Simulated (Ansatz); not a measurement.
Consider the stannylene formation by 1,1-elimination: `C[Se][Sn]([Cl])([Cl])[Se]C` → `[Cl][Sn][Cl]` + `C[Se][Se]C`.

Calculated with Ansatz (gas phase, PBE0-D4/def2-TZVP geometries, no zero-point term in ΔE). CBS: MP2 limit from def2 TZ/QZ plus the TZ coupled-cluster correction, frozen cores. Functionals use def2-TZVPP. B3LYP here is the variant with VWN-RPA as its local correlation; programs differ in this. Elements past krypton have def2 core potentials. For Se, Sn outer-core shells are correlated without core-valence functions, which leaves a few kJ/mol of doubt a bond. Scalar relativity is left out up to krypton. One conformer a species, not always the lowest.

| level | ΔE (kJ/mol) |
| --- | --- |
| B3LYP-D4 | 83.8 |
| SCS-MP2/def2-TZVPP | 102.7 |

What does CCSD(T)/CBS give? (Estimate.)

Ansatz gave: +119.0 kJ/mol. The listed levels differ from it by -35.2, -16.3 kJ/mol.

Largest T1 diagnostic among the species: 0.014.

The D4 term adds +28.8 kJ/mol with B3LYP and +17.0 kJ/mol with PBE0; it sums over pairs of atoms, weighted by their polarisabilities, and B3LYP, whose exchange is more repulsive, gets the larger term. From BLYP to BHLYP (50 % exact exchange), in def2-TZVPP and without D4, ΔE moves by +46.0 kJ/mol. In def2-TZVPP, CCSD(T) changes the Hartree–Fock value by +22.7 kJ/mol (the triples alone add +5.8 kJ/mol) and MP2 by +31.1 kJ/mol.

CCSD(T)/CBS has its own doubt, a few kJ/mol and more with outer-core shells, so smaller differences from it don't rank the levels.
